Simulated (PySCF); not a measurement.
C7H12N (doublet state).
Z-matrix (Å and degrees, GFN2-xTB geometry), rows numbered from 1:
```
C 
C   1  1.2940
C   2  1.5155  1  122.10
N   3  1.4601  2  110.38  1  -106.32
C   2  1.5283  1  122.65  3  -178.99
C   5  1.5320  2  111.14  1   102.31
C   6  1.4940  5  110.58  2   178.27
C   7  1.3200  6  124.61  5   121.92
H   1  1.0647  2  138.52  3   179.95
H   3  1.0946  2  109.34  1   135.74
H   3  1.1016  2  108.49  1    17.90
H   4  1.0148  3  110.01  2  -179.56
H   4  1.0152  3  109.56  2    62.09
H   5  1.0915  2  109.37  1   -18.76
H   5  1.0916  2  108.38  1  -136.95
H   6  1.0913  5  109.45  2   -60.38
H   6  1.0926  5  108.31  2    57.65
H   7  1.0829  6  115.27  5   -57.42
H   8  1.0781  7  121.66  6     0.55
H   8  1.0771  7  122.21  6   179.93
```

The hyperfine couplings belong to this conformer and change with its torsions.

As a line formula: `[H]/[C]=C(/CN)CCC=C` [radical].

Theory: UKS B3LYP, pcH-1 on C H N, non-relativistic, mean-field spin-orbit, GIAO in PySCF 2.14.0. Isolated species at its GFN2-xTB geometry (one conformer only). Couplings are sensitive to structure, and on GFN2-xTB geometries they can be far from those on DFT ones. Stability of the SCF solution: not tested.

Principal values of hyperfine tensors in MHz (contact and dipolar terms together), for some of the nuclei:

| atom | isotope | A1 | A2 | A3 |
| --- | --- | --- | --- | --- |
| C1 | 13C | 219.12 | 240.61 | 441.26 |
| C5 | 13C | 60.84 | 61.69 | 84.49 |
| C3 | 13C | 51.16 | 51.60 | 65.22 |
| H9 | 1H | 11.55 | 36.77 | 83.11 |
| C2 | 13C | -34.19 | -12.15 | 2.82 |
| H15 | 1H | 3.55 | 6.63 | 13.06 |
| C6 | 13C | -6.03 | -5.78 | -4.96 |
| H14 | 1H | -10.07 | -5.45 | 3.87 |

(1) Split each tensor into its isotropic and traceless parts, and turn a_iso into mT with g = 2.0022.

(2) What spin density at the nucleus of C5 lies behind its contact coupling (g_N = 1.40482)?

(3) C7 (13C, g_N = 1.40482) isn't in the table. Its spin density at the nucleus is 0.003338 bohr⁻³. What is its contact coupling?

(4) Name the largest traceless tensor T of the table and describe it.

(5) In a single crystal, with the field along each principal axis of the tensor of C1 in turn, what first-order splitting does this nucleus give (isotropic g, quadrupole terms neglected)?

Answers

(1) a_iso = (A1 + A2 + A3)/3, Ti = Ai − a_iso; 1 mT corresponds to 28.023 MHz.

| atom | a_iso (MHz) | a_iso (mT) | T1 | T2 | T3 |
| --- | --- | --- | --- | --- | --- |
| C1 | 300.33 | 10.717 | -81.21 | -59.72 | 140.93 |
| C5 | 69.01 | 2.463 | -8.17 | -7.32 | 15.48 |
| C3 | 55.99 | 1.998 | -4.83 | -4.39 | 9.23 |
| H9 | 43.81 | 1.563 | -32.26 | -7.04 | 39.30 |
| C2 | -14.51 | -0.518 | -19.69 | 2.36 | 17.33 |
| H15 | 7.75 | 0.276 | -4.19 | -1.12 | 5.31 |
| C6 | -5.59 | -0.200 | -0.44 | -0.19 | 0.63 |
| H14 | -3.88 | -0.139 | -6.18 | -1.57 | 7.75 |

(2) a_FC = (2μ0/3) gₑ μB g_N μN ρ(0)/(2S·h) = 800.24 MHz × g_N × ρ(0)/(2S), with ρ in bohr⁻³. With a_FC = 69.01 MHz and 2S = 1, ρ(0) = 0.06139 bohr⁻³.

(3) By the same relation, a_FC = 3.75 MHz. Its full tensor has the principal values 3.20, 3.52, 4.54 MHz.

(4) C1: -81.2, -59.7, 140.9 MHz, rhombic: the two smaller values differ by 15 % of the largest.

(5) 2 lines (I = 1/2), spaced by |A_i|/(g × 13.996): 7.82, 8.59, 15.75 mT along the axes of A1, A2 and A3.

The run took 1.8 min (grids of density and orbitals included) on Arm Neoverse V1, one thread (shared host), and the process peaked at 1.1 GiB of memory.
